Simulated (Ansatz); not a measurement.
`F[BH][SnH2][SiH3]` + `B[SeH]` → `[BH2][SnH2][SiH3]` + `FB[SeH]` at 600 K and 1 bar (redistribution).

Calculated with Ansatz (gas phase, PBE0-D4/def2-TZVP geometries, no zero-point term in ΔE). CCSD(T)/CBS is the MP2 limit (def2-TZVPP, def2-QZVPP) plus CCSD(T) − MP2 in def2-TZVPP, frozen cores. Elements past krypton have def2 core potentials. For Se, Sn outer-core shells are correlated without core-valence functions, which leaves a few kJ/mol of doubt a bond. Scalar relativity is left out up to krypton. Each species was taken in one conformer, which may not be the lowest.

```tsv
species	CCSD(T)/CBS energy (Eh)	H − E (kJ/mol)	S (J/(mol·K))
`F[BH][SnH2][SiH3]`	-631.31705	206.7	488.5
`B[SeH]`	-2427.30556	106.0	301.0
`[BH2][SnH2][SiH3]`	-532.05307	215.8	458.4
`FB[SeH]`	-2526.56401	96.0	329.4
```

H − E and S are ideal-gas, rigid-rotor, harmonic terms from PBE0-D4/def2-TZVP, for one conformer and one mirror image of each species. 1 Eh = 2625.50 kJ/mol, R = 8.31446 J/(mol·K).

**Question.** By hand: ΔE, ΔH, ΔS and ΔG.

**Answer.** ΔE = (-532.05307) + (-2526.56401) − (-631.31705) − (-2427.30556) = 0.00553 Eh = 14.5 kJ/mol. Δ(H − E) = 215.8 + 96.0 − 206.7 − 106.0 = -0.9, so ΔH = 13.6 kJ/mol. ΔS = 458.4 + 329.4 − 488.5 − 301.0 = -1.7 J/(mol·K). ΔG = 13.6 − 600 × (-1.7)/1000 = 14.6 kJ/mol.

**Question.** By hand: the equilibrium constant, and the temperature at which ΔG would vanish if ΔH and ΔS stayed fixed.

**Answer.** log₁₀ K = −ΔG/(RT ln 10) = -1.3. ΔH and −TΔS have one sign here, so there is no such temperature.

The number of gas molecules stays the same, so ΔS is small and ΔH decides. A doubt of 5 kJ/mol in ΔE shifts log₁₀ K by 0.4 here. Other conformers and mirror images would add mixing entropy, several J/(mol·K) or more a flexible species. Modes under 60 cm⁻¹, often nearly free rotors, make the harmonic entropy too high. These are equilibria of isolated gas molecules and say nothing of rates. Largest T1 diagnostic: 0.014 (customary marks: 0.02 for closed shells, 0.045 for open ones).

ΔS is within the doubt of such terms, so its sign, and with it that verdict, could turn.
